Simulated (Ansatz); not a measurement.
AgF2⁻. Charge -1, multiplicity 1. Geometry r2SCAN-D4/def2-TZVPD.

```xyz
3

Ag    0.0000   -0.0001    0.0000
F     0.5261   -0.0858   -1.9359
F    -0.5261    0.0859    1.9359
```

In the def2 sets Ag takes a core potential; there is no spin–orbit coupling. HSE06 is defined as in plane-wave codes, on full-range PBE exchange. The structure comes from a short search, and lower isomers may exist.

Problem. Estimate the orbital energies around the gap (eV) in Ansatz with HF/def2-TZVPD, PBE-D4/def2-TZVPD, r2SCAN-D4/def2-TZVPD, B97M-V/def2-TZVPD, HSE06-D4/def2-TZVPD.

Solution. 
| orbital | HF/def2-TZVPD | PBE-D4/def2-TZVPD | r2SCAN-D4/def2-TZVPD | B97M-V/def2-TZVPD | HSE06-D4/def2-TZVPD |
| --- | --- | --- | --- | --- | --- |
| HOMO−13 | -70.29 | -54.51 | -56.47 | -57.57 | -58.25 |
| HOMO−12 | -33.27 | -20.87 | -22.30 | -23.43 | -23.69 |
| HOMO−11 | -33.12 | -20.73 | -22.17 | -23.32 | -23.55 |
| HOMO−10 | -10.89 | -4.63 | -4.83 | -4.89 | -5.88 |
| HOMO−9 | -9.98 | -3.26 | -3.54 | -3.68 | -4.69 |
| HOMO−8 | -9.98 | -3.26 | -3.54 | -3.68 | -4.69 |
| HOMO−7 | -8.79 | -2.79 | -3.01 | -3.11 | -3.90 |
| HOMO−6 | -8.79 | -2.22 | -2.52 | -2.68 | -3.57 |
| HOMO−5 | -8.73 | -2.22 | -2.52 | -2.68 | -3.57 |
| HOMO−4 | -8.47 | -2.08 | -2.35 | -2.40 | -3.47 |
| HOMO−3 | -8.47 | -2.08 | -2.35 | -2.40 | -3.47 |
| HOMO−2 | -7.05 | -0.81 | -1.04 | -1.21 | -2.10 |
| HOMO−1 | -7.05 | -0.81 | -1.04 | -1.21 | -2.10 |
| HOMO | -5.57 | -0.79 | -0.93 | -0.92 | -1.66 |
| LUMO | 5.56 | 3.07 | 3.44 | 3.10 | 3.48 |
| LUMO+1 | 6.36 | 4.26 | 4.66 | 4.21 | 4.51 |
| LUMO+2 | 6.36 | 4.26 | 4.66 | 4.21 | 4.51 |
| LUMO+3 | 6.41 | 4.58 | 5.17 | 4.67 | 4.82 |
| LUMO+4 | 8.52 | 5.81 | 6.33 | 5.97 | 6.25 |
| LUMO+5 | 9.30 | 7.02 | 7.69 | 7.17 | 7.31 |
